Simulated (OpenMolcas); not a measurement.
## 5d4 along the 72-electron sequence

* Program: OpenMolcas
* Method: CASSCF
* Basis: ANO-R2
* Scalar Hamiltonian: X2C, finite nucleus
* Spin-orbit coupling: state interaction with AMFI integrals over the reference wave functions, term energies averaged over their components

Active space for each ion: 4 electrons in 5 orbitals (5d).

Computed levels in cm-1 above 5D0:

```
                               Level   Os4+   Ir5+   Pt6+   Au7+
                                 5D1   3622   4976   6685   8647
                                 5D2   7214   9533  12350  15495
                                 5D3  10311  13223  16638  20355
                                 5D4  12774  15846  19217  22695
                                 3H4  22274  25624  29457  33841
                                 3G3  26934  30821  35034  39629
                                 3H5  27394  31837  36713  42009
                              3P1(1)  28159  32761  37827  43338
                              3F2(1)  28195  32198  36449  41019
weight of 5D in the lowest level (%)     73     68     63     58
```

Mixed levels, with the weight of the term that names them: Os4+ 5D0 (73 %), Os4+ 3H4 (61 %), Os4+ 3G3 (62 %), Ir5+ 5D0 (68 %), Ir5+ 5D4 (72 %), Ir5+ 3H4 (59 %), Ir5+ 3G3 (63 %), Ir5+ 3F2(1) (71 %), Pt6+ 5D0 (63 %), Pt6+ 5D4 (63 %), Pt6+ 3H4 (56 %), Pt6+ 3G3 (63 %), Pt6+ 3P1(1) (75 %), Pt6+ 3F2(1) (66 %), Au7+ 5D0 (58 %), Au7+ 5D4 (54 %), Au7+ 3H4 (53 %), Au7+ 3G3 (63 %), Au7+ 3P1(1) (72 %), Au7+ 3F2(1) (61 %).

Measured, with the error of the calculation in %. Measured levels: Os4+ from the list in Palmeri et al., Atoms 14, 22 (2026).

```json
{"Level": "5D1", "Os4+": "4311 (-16.0)"}
{"Level": "5D2", "Os4+": "8083 (-10.7)"}
{"Level": "5D3", "Os4+": "11018 (-6.4)"}
{"Level": "5D4", "Os4+": "12966 (-1.5)"}
{"Level": "3H4", "Os4+": "20374 (+9.3)"}
{"Level": "3G3", "Os4+": "23942 (+12.5)"}
{"Level": "3H5", "Os4+": "25344 (+8.1)"}
{"Level": "3P1(1)", "Os4+": "24680 (+14.1)"}
```

The fine-structure level 5D4 changes by a factor of 1.78 from Os4+ to Au7+. Its fourth root runs 10.63, 11.22, 11.77, 12.27, with steps per unit of Z of 0.59, 0.55, 0.50; equal steps would mean a (Z - σ)^4 law with constant σ.

3H4 changes by a factor of 1.52 over the same range, with steps per unit of Z of +3350, +3830, +4380 cm-1.

Without dynamic correlation excited terms often stand tens of per cent too high (terms of higher spin than the ground term too low), and those without a measured partner can miss by more than the paired ones. Computed and measured levels are paired by configuration, term and J; levels that our copy of the source lacks, or whose pairing is in doubt (as where it misses far off the trend of its configuration), stay unpaired and out of the deviations. Levels of configurations outside the active space are missing.

A number in round brackets counts repeated terms of one configuration in the order of the reference energies.
